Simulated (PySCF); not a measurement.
Radial density of Rh⁺ (rhodium, charge +1)

M06-L, [Kr] 4d8, high-spin 3F determinant. Computed with PySCF 2.14 in def2-TZVP with the def2 core potential (28 electrons) (6s4p3d1f, 40 functions), with scalar relativity through the core potential. This is the valence pseudo-density: the core potential removes the inner electrons and smooths the orbitals near the nucleus.

| r (bohr) | 4πr²ρ (e/bohr) | 4πr²(ρα − ρβ) |
| --- | --- | --- |
| 0.0604 | 4.500e-05 | 0.0000 |
| 0.102 | 0.0003466 | 0.0000 |
| 0.171 | 0.004277 | 0.0006 |
| 0.288 | 0.08050 | 0.0108 |
| 0.484 | 2.037 | 0.1696 |
| 0.814 | 13.74 | 1.1196 |
| 1.37 | 10.10 | 1.4325 |
| 2.30 | 1.852 | 0.3665 |
| 3.87 | 0.1187 | 0.0089 |
| 6.51 | 0.0008036 | 0.0000 |

Energies and moments cover only the electrons outside the core potential.
